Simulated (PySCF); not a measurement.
## Correlation energy of Zn (zinc, neutral)

[Ar] 3d10 4s1 4p1, high-spin 3P determinant (an excited configuration). All numbers are calculated (PySCF 2.14, the non-relativistic Hamiltonian (point nucleus), in dyall-av2z). Frozen: [Ar]; 12 electrons correlated; the 34 highest virtual orbitals of each spin left out.

MP2 pair energies summed by pair of shells (mhartree):

```tsv
pair	energy	share (%)
3d-3d	-386.96	92.8
3d-4s	-19.13	4.6
3d-4p	-8.83	2.1
4s-4p	-2.21	0.5
```

Total MP2 correlation energy: -417.13 mhartree.

Same-spin part -157.48 and opposite-spin part -259.65 mhartree; SCS-MP2 scales them by 1/3 and 6/5 to -364.08 mhartree.
